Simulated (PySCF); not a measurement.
## Working out the ionisation energy of W⁺

W⁺ [Xe] 4f14 5d4 6s1 (6D) → W²⁺ [Xe] 4f14 5d4 (5D). Computed with PySCF 2.14 in aug-cc-pVDZ-PP with ECP60MDF (5s5p4d2f, 54 functions), with a scalar-relativistic core potential. Frozen: 5s2 5p6. Energies in hartree (1 hartree = 27.21139 eV):

| part | W⁺ (lower) | W²⁺ (upper) |
| --- | --- | --- |
| UHF | -66.458713 | -65.908227 |
| MP2 opposite-spin | 0.000000 | 0.000000 |
| MP2 same-spin | -0.039871 | -0.023602 |

Task: What does Hartree-Fock give?

Result: (-65.908227) − (-66.458713) = 0.550486 hartree = 14.979 eV.

Task: What do MP2 and SCS-MP2 (6/5 opposite-spin, 1/3 same-spin) give?

Result: The opposite-spin parts differ by 0.000 eV and the same-spin parts by 0.443 eV. MP2: 14.979 + (0.000) + (0.443) = 15.422 eV. SCS-MP2: 14.979 + 1.2 × (0.000) + (0.443)/3 = 15.127 eV.

Reference: 16.37 ± 0.15 eV (semi-empirical (NIST evaluation); NIST Atomic Spectra Database, ionization energies), between the lowest levels; spin-orbit coupling is absent from the calculation.

A double-zeta basis recovers only part of the correlation energy.

What remains against the reference includes basis incompleteness, the frozen core and correlation beyond second order.
